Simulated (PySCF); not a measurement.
Identify the unknown among the candidates.

All candidates are C5H12Si2.

| technique | computed result |
| --- | --- |
| Rotational structure | rotational constants A, B, C: 2.855, 1.369, 1.080 GHz [GFN2-xTB] |
| Dipole | 0.26 D [PBE0/def2-SVPD] |
| UV, first state | lowest singlet excitation: 5.85 eV (212 nm, f = 0.016) [TDDFT PBE0/def2-SVPD] |
| Triplet | lowest triplet excitation (Tamm–Dancoff): 5.54 eV [TDA PBE0/def2-SVPD] |
| Polarisability | 106.5 au [PBE0/def2-SVPD] |
| UV, strongest line | among the 8 lowest singlet transitions: S5 at 6.90 eV (180 nm, f = 0.070) [TDDFT PBE0/def2-SVPD] |

Gas-phase values; electronic properties from PySCF, density fitting. Levels stand in brackets. Isolated species at its GFN2-xTB geometry (one conformer only).

Task: Which candidate is it?
A. `C1[SiH2]C(C2CC2)[SiH2]1`
B. `CC(C)[SiH2]C#C[SiH3]`
C. `C=C[Si@@H]1C[SiH2][C@@H]1C`
D. `C=C[Si@@H]1C[SiH2][C@H]1C`

Result: A. It is `C1[SiH2]C(C2CC2)[SiH2]1`. Numbering: `[CH2:1]1[SiH2:2][CH:3]([CH:4]2[CH2:5][CH2:6]2)[SiH2:7]1`. Its formula, C5H12Si2, gives 2 degrees of unsaturation: 2 rings and 0 π bonds in the structure found. The optimised geometry has point group C1 and is an asymmetric top.

The others, at the same levels:
- `C=C[Si@@H]1C[SiH2][C@@H]1C` fails: its computed lowest singlet excitation is 5.41 eV (229 nm, f = 0.027) (against 5.85 eV), lowest triplet excitation (Tamm–Dancoff) is 4.11 eV (against 5.54 eV) and strongest line among the 8 lowest singlet transitions is S2 at 5.95 eV (208 nm, f = 0.100) (against S5 at 6.90 eV).
- `C=C[Si@@H]1C[SiH2][C@H]1C` fails: its computed lowest singlet excitation is 5.34 eV (232 nm, f = 0.014) (against 5.85 eV), lowest triplet excitation (Tamm–Dancoff) is 4.08 eV (against 5.54 eV) and static isotropic polarisability is 110.2 au (against 106.5 au).
- `CC(C)[SiH2]C#C[SiH3]` fails: its computed lowest singlet excitation is 5.64 eV (220 nm, f = 0.000) (against 5.85 eV), lowest triplet excitation (Tamm–Dancoff) is 4.62 eV (against 5.54 eV) and strongest line among the 8 lowest singlet transitions is S8 at 7.63 eV (163 nm, f = 0.281) (against S5 at 6.90 eV).

Each candidate is one conformer, not necessarily the lowest. The conformers computed, where there is a choice (atom-mapped SMILES and torsion angles):
- `[CH2:1]1[SiH2:2][CH:3]([CH:4]2[CH2:5][CH2:6]2)[SiH2:7]1`: Si2–C3–C4–C5 32°
- `[CH2:1]=[CH:2][Si@@H:3]1[CH2:4][SiH2:5][C@@H:6]1[CH3:7]`: C1–C2–Si3–C4 34°
- `[CH2:1]=[CH:2][Si@@H:3]1[CH2:4][SiH2:5][C@H:6]1[CH3:7]`: C1–C2–Si3–C4 58°
- `[CH3:1][CH:2]([CH3:3])[SiH2:4][C:5]#[C:6][SiH3:7]`: C1–C2–Si4–C5 61°
